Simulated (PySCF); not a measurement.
SMILES c1c[nH]c(-c2nccs2)c1 (C7H6N2S) at its GFN2-xTB optimised geometry (Å):

```
16

C      2.1635    -2.1801     0.0000
C      0.9422    -2.8123     0.0000
N     -0.0254    -1.8706     0.0000
C      0.5461    -0.6297     0.0000
C     -0.2554     0.5472     0.0000
N     -1.5513     0.5472     0.0000
C     -2.0561     1.7984     0.0000
C     -1.1395     2.8005     0.0000
S      0.4579     2.1556     0.0000
C      1.9201    -0.8013     0.0000
H      3.1235    -2.6565     0.0000
H      0.7097    -3.8590     0.0000
H     -1.0213    -2.0170     0.0000
H     -3.1235     1.9280     0.0000
H     -1.2991     3.8590     0.0000
H      2.6500    -0.0162     0.0000
```

Computed with PySCF with PBE/def2-TZVP.

Map of the log10 of the electron density (e/bohr³), floored at −4 on the plane z = 0.8 Å:

```
|                         |
|                         |
|        .::.             |
|       :=++=:.           |
|      .-+##+=--:.        |
|     .:=*%%#**+=:.       |
|    .-=*#%@%%%#*=:       |
|   .-+*#%@@%@@@#+:       |
|   .=*#%@%%%@@@#+:       |
|   .-+#%@%##%@%*=:.      |
|    :=+#%@%%%%*+==-:     |
|     :=*%@@@@%*++*+-.    |
|     .=*%%%%%%####*=:    |
|      -+***#%@@%%%*=:    |
|      .-==+#%@%%@%*=.    |
|       .-+*%@%#%%%*=:    |
|        -+#%@%#%@%#+-.   |
|        :=*#%%@@@%#*=.   |
|        .-=+#%@%###+=.   |
|          :=*#%#*++=:    |
|          .-+##+=-::     |
|           :=++=:        |
|            .::.         |
|                         |
|                         |
```
Scale: ten equal steps from -4.00 (start of ' ') to -0.895 (end of '@'), in the order ' .:-=+*#%@'; x runs from -6.00 to 6.00, y from -6.00 (bottom) to 6.00 (top).
